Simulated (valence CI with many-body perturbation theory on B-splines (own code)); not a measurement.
**Nb: input, log and results**

Level of theory: relativistic CI+MBPT: five valence electrons over a frozen Dirac-Fock core [Kr], radial functions for each j: 6 s, 6 p, 5 d, 5 f, 1 g, with the one-electron correlation potential Σ1 (screened to all orders), the two-electron term Σ2, the three-electron term Σ3, Breit, model QED; selected single and double excitations, second order for the rest, scaled by the run's own slope (own B-spline code, finite nucleus).

Command, and the settings that its task file holds:

```sh
python run_cv.py task.json out
```

```
atom Nb  Z=41  mass_number=93  rms_radius_fm=4.3240
core [Kr]
valence 4d4 5s1
avg = 1
basis = S
breit = 1
cap = 10000
capref = 1200
cscale = 1
de = 0.0
dress = 0
eps = 2e-08
extrap = 1
h = 0.27
hh = 1
l2 = 3
lcore = 6
maxit = 60
n2 = 5
natural = 1
nlev = 21
nno = [3, 3, 3, 3, 1]
nroot = 26
nsp = [3, 3, 2, 2, 0]
pt2 = 1
qed = 1
rpa = 1
s1 = 2
s2 = 1
s3 = 1
screen = 1
tol = 2e-05
whole = 1
```

It took 2 min on 1 thread of Arm Neoverse V1, on a shared host.

Log. The first blocks belong to the next ion, which gives the ionisation energy. Fields: 2J, parity (1 odd), roots, reference size, generating configurations, candidates as configurations/state functions, variational space P, stored matrix elements, Davidson steps; e2 is the range of second-order energies in hartree. The first line gives the box (bohr), its intervals, the orbitals and the steps of their self-consistent field. Window is the range of levels sought, series limit the energy at which the first omitted orbital would enter, core excitation an estimate of the first excitation out of the core, left out the lowest levels not solved, and shifts from estimates the range by which levels moved from their first estimate, all in cm⁻¹.

```
rmax 49.2 intervals 68 orbitals 40 references ['4d4 5s', '4d3 5s2', '4d3 5s 5p'] scf 13 t 2.0
2J=0 par=0 roots 2 ref 21 generators 11 cand 553/956 P 570/977 nnz 0 it 0
2J=0 par=0 roots 2 ref 21 generators 64 cand 1934/4026 P 2504/5003 nnz 2.1e+06 it 12
   second order: generators 152 cand 25708/53621 e2 -0.00044 -0.00021
2J=2 par=0 roots 2 ref 44 generators 9 cand 229/946 P 249/990 nnz 0 it 0
2J=2 par=0 roots 2 ref 44 generators 82 cand 863/3967 P 1112/4957 nnz 3.2e+06 it 12
   second order: generators 184 cand 28850/154548 e2 -0.00159 -0.00105
2J=4 par=0 roots 2 ref 64 generators 12 cand 142/871 P 165/935 nnz 0 it 0
2J=4 par=0 roots 2 ref 64 generators 80 cand 658/3956 P 823/4891 nnz 4e+06 it 22
   second order: generators 190 cand 29375/226242 e2 -0.00379 -0.00109
reference levels 512, estimated 92, window 12649 1/cm; series limit 47283, core excitation 240093
2J=1 par=0 roots 4 ref 15 generators 33 cand 208/958 P 761/3468 nnz 1.7e+06 it 8
2J=1 par=0 roots 4 ref 15 generators 154 cand 1259/6424 P 2020/9892 nnz 9.6e+06 it 14
   second order: generators 433 cand 91930/978801 e2 -0.00532 -0.00237
2J=3 par=0 roots 6 ref 24 generators 51 cand 95/903 P 454/3418 nnz 2.1e+06 it 9
2J=3 par=0 roots 6 ref 24 generators 174 cand 791/6574 P 1245/9992 nnz 1.3e+07 it 15
   second order: generators 469 cand 98148/1832368 e2 -0.00914 -0.00393
2J=5 par=0 roots 6 ref 29 generators 47 cand 84/919 P 376/3437 nnz 2.1e+06 it 8
2J=5 par=0 roots 6 ref 29 generators 172 cand 568/6486 P 944/9923 nnz 1.4e+07 it 21
   second order: generators 506 cand 96671/2307145 e2 -0.01058 -0.00591
2J=7 par=0 roots 6 ref 23 generators 44 cand 70/755 P 343/3022 nnz 1.7e+06 it 11
2J=7 par=0 roots 6 ref 23 generators 162 cand 711/6943 P 1054/9965 nnz 1.4e+07 it 19
   second order: generators 276 cand 79131/2047182 e2 -0.00937 -0.00460
2J=9 par=0 roots 5 ref 17 generators 45 cand 111/971 P 474/3431 nnz 2.1e+06 it 10
2J=9 par=0 roots 5 ref 17 generators 180 cand 782/6501 P 1256/9932 nnz 1.4e+07 it 20
   second order: generators 459 cand 99480/2441291 e2 -0.00792 -0.00394
2J=11 par=0 roots 2 ref 8 generators 9 cand 110/969 P 461/3432 nnz 2.2e+06 it 6
2J=11 par=0 roots 2 ref 8 generators 102 cand 802/6514 P 1263/9946 nnz 1.3e+07 it 13
   second order: generators 273 cand 85832/1960110 e2 -0.00436 -0.00386
2J=13 par=0 roots 2 ref 3 generators 7 cand 195/930 P 677/3355 nnz 1.9e+06 it 6
2J=13 par=0 roots 2 ref 3 generators 76 cand 988/6629 P 1665/9984 nnz 1.1e+07 it 9
   second order: generators 233 cand 81206/1475012 e2 -0.00317 -0.00263
left out: unestimated 21144, estimated 13656, shifts from estimates -535 to 0
operators 4.0
```

The Davidson iterations converged. The settings are bad on purpose, so the numbers may not be properties of the ion.

Set against measurement, 13 paired levels are off by 1045 cm⁻¹ on average, the worst by 2497. These come from a selection out of the NIST Handbook of Basic Atomic Spectroscopic Data. Levels without a partner in it may be off by more, other configurations by 1,000 to 4,000 cm⁻¹. Among the levels kept, up to 2600 cm⁻¹ of a level comes from second order outside the variational space, and about a tenth of that is noise between levels of different J, which matters for small intervals. Only levels of the ground parity were solved; by the run's estimate the other parity begins above the list, which can be wrong where configurations are misplaced. 2 measured levels below the end of the list, from 4998 cm⁻¹ on, found no clear computed partner.

```
Valence energy                            : -5.124891 hartree
Ionisation energy                         : 6.8977 eV (NIST: 6.75885 eV (measured))
Reference configurations for the orbitals : 4d4 5s, 4d3 5s2, 4d3 5s 5p
Radial orbitals                           : 40
Box radius                                : 49.23 bohr
Largest variational space                 : 9992
Lowest levels                             : 4d4.5s 6D_1/2 0.0, 4d4.5s 6D_3/2 201, 4d4.5s 6D_5/2 523, 4d4.5s 6D_7/2 836, 4d4.5s 6D_9/2 1229, 4d3.5s2 4F_3/2 3444, 4d3.5s2 4F_5/2 4036, 4d3.5s2 4F_7/2 4594, 4d3.5s2 4F_9/2 5302, 4d4.5s 4P_1/2 6828, 4d4.5s 4P_3/2 7268, 4d4.5s 4P_5/2 8057, 4d4.5s 4D_1/2 8668, 4d4.5s 4D_3/2 8984 cm⁻¹
```

Names give the largest LS component (configuration and term), which can be under half, so a name can repeat, a term be missing and a line seem to break the LS rules; names also repeat where a configuration has a term twice.
